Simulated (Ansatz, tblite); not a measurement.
Cost and result up the ladder for the cluster Ta₂Te₄ (6 atoms). Charge 0, multiplicity 1. Geometry: r2SCAN-D4/def2-SVP.

```xyz
6

Ta    1.6426   -0.8714   -0.9520
Ta   -0.3613    0.2298   -0.0592
Te    1.6178    1.7103   -1.4211
Te   -0.4532    1.5569    2.3530
Te   -1.8667   -0.7664    2.0201
Te   -0.5793   -1.8592   -1.9407
```

Ansatz on 4 threads of Arm Neoverse V1 on a shared host; xTB runs through tblite on one thread. Times are rough, summed over both states, and most runs start from the orbitals of an earlier one. PBE0-D4/def2-TZVP serves as the yardstick here, not as an exact answer. The other state is a quintet at its own geometry.

In the def2 sets Ta, Te take a core potential; there is no spin–orbit coupling. The xTB rows come from tblite. At PBE0-D4/def2-TZVP a triplet of charge 0 lies 0.24 eV below the restricted singlet, each at its own geometry. At PBE0-D4/def2-TZVP a triplet of charge 0 lies 1.06 eV below the quintet, each at its own geometry. The structure comes from a short search, and lower isomers may exist.

Run but left out: HF/def2-TZVP, MP2/def2-TZVP (singlet: restricted singlet, unstable towards broken spin symmetry); B2PLYP/def2-TZVP (singlet: restricted singlet, unstable in another Hartree–Fock run and untested here).

xTB has no spin-polarisation term.

```json
{"level": "GFN1-xTB", "functions": "54", "wall time": "0.019 s", "quintet − singlet (eV)": "1.34", "difference from PBE0-D4/def2-TZVP (eV)": "0.52"}
{"level": "GFN2-xTB", "functions": "54", "wall time": "0.047 s", "quintet − singlet (eV)": "1.32", "difference from PBE0-D4/def2-TZVP (eV)": "0.49"}
{"level": "PBE-D4/def2-TZVP", "functions": "280", "wall time": "26 s", "quintet − singlet (eV)": "0.92", "difference from PBE0-D4/def2-TZVP (eV)": "0.09"}
{"level": "PBE0-D4/def2-TZVP (with forces)", "functions": "280", "wall time": "63 s", "quintet − singlet (eV)": "0.83", "difference from PBE0-D4/def2-TZVP (eV)": "0.00"}
{"level": "r2SCAN-D4/def2-TZVP", "functions": "280", "wall time": "66 s", "quintet − singlet (eV)": "0.72", "difference from PBE0-D4/def2-TZVP (eV)": "-0.11"}
```
